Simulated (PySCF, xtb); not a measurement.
C3H8As, SMILES [CH2][As](C)C, multiplicity 2.

Harmonic wavenumbers (cm⁻¹) from GFN2-xTB in xtb at its own minimum, in rising order: 118, 138, 192, 198, 216, 250, 546, 563, 592, 678, 708, 753, 813, 827, 837, 1285, 1297, 1373, 1446, 1454, 1454, 1460, 2988, 2990, 2996, 3000, 3001, 3003, 3026, 3055.

What does PBE-D3(BJ)/def2-SVP (PySCF) give at its own minimum? (The exact figures need the calculation; the answer reports its results.)

138, 146, 175, 199, 205, 231, 496, 553, 569, 629, 704, 755, 820, 843, 864, 1200, 1214, 1308, 1380, 1382, 1390, 1392, 2979, 2981, 3060, 3093, 3093, 3098, 3099, 3179. Paired by order, the mean absolute difference is 44 cm⁻¹ and the zero-point energies are 59.0 and 58.9 kcal/mol.
